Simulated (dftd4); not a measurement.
C6H17N2, charge +1, singlet, at a GFN2-xTB geometry; dftd4 with D4 for tpss.

The dftd4 input:
```
$ dftd4 mol.xyz --func tpss --charge 1 --json dftd4.json --noedisp

# file mol.xyz
25

C      2.26536916     0.31431462     0.50585846
N      1.15346862     0.23022134    -0.43032181
C      1.60152577     0.54934793    -1.77779462
C      0.49118207    -1.06462411    -0.37062386
C     -0.51658112    -1.16229881     0.78140589
N     -1.60008823    -0.13377182     0.75007207
C     -1.10619707     1.19859853     1.15036394
C     -2.28362164    -0.05975024    -0.55323935
H      1.92338162     0.10696109     1.51771555
H      2.66999186     1.32352024     0.48216367
H      3.06942945    -0.38897791     0.25791456
H      2.34976669    -0.15828131    -2.15279708
H      0.75183778     0.55390119    -2.45936353
H      2.04139884     1.54406109    -1.77095564
H      1.20858733    -1.88864046    -0.22916079
H     -0.01628321    -1.24652824    -1.31913936
H      0.00046733    -1.06361622     1.73693340
H     -0.98095748    -2.14987700     0.74195894
H     -2.29661180    -0.42863635     1.44317985
H     -0.27808226     1.46439091     0.49064056
H     -0.75027345     1.17603757     2.17792389
H     -1.90475567     1.93289970     1.07205403
H     -2.56887089    -1.05433241    -0.89113852
H     -1.62175220     0.39810170    -1.28424377
H     -3.18099985     0.55034198    -0.46776023
```

The log (banner, timings and long lists left out):

```
                    ____  _____ _____     ____  _  _
      -------------|  _ \|  ___|_   _|---|  _ \| || |------------
     |             | | | | |_    | | ___ | | | | || |_           |
     |             | |_| |  _|   | ||___|| |_| |__   _|          |
     |             |____/|_|     |_|     |____/   |_|            |
     |             ===================================           |
     |            E. Caldeweyher, S. Ehlert & S. Grimme          |
     |          Mulliken Center for Theoretical Chemistry        |
     |                    University of Bonn                     |
      -----------------------------------------------------------

Rational (Becke-Johnson) damping: tpss-D4-ATM
---------------------
  s6         1.0000
  s8         1.7660
  s9         1.0000
  a1         0.4282
  a2         4.5426
 alp        16.0000
--------------------

Dispersion energy:      -2.7904031678210E-02 Eh

[Info] JSON dump of results written to 'dftd4.json'
```
